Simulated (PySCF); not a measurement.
Al(Cl)(I)(OH) (AlClHIO), SMILES [OH][Al]([Cl])[I]. The structure is a stationary point at B3LYP-D3(BJ)/def2-SVP. The def2 effective core potentials stand for the cores of I; spin–orbit coupling is left out. Other conformers were not sampled.

The numbers are results of B3LYP-D3(BJ)/def2-SVP (PySCF 2.14.0), not measurements.

Harmonic wavenumbers (cm⁻¹): 116, 176, 207, 315, 342, 526, 586, 907, 3923. Rotational constants (GHz): 4.144, 0.9709, 0.7866; symmetry number 1.

**Question.** Work out the zero-point energy and the ideal-gas rigid-rotor harmonic-oscillator thermochemistry at 298.15 K and 1 atm.

**Answer.** ZPE = ½ Σ hcν = ½ × 7098 cm⁻¹ = 42.46 kJ/mol. H − E(el) = 60.38 kJ/mol. Entropy in J/(mol K): translation 175.21, rotation 121.37, vibration 47.44, total 344.03. G − E(el) = -42.19 kJ/mol. Cp = 81.87 J/(mol K). Modes under 150 cm⁻¹ make the vibrational entropy uncertain.
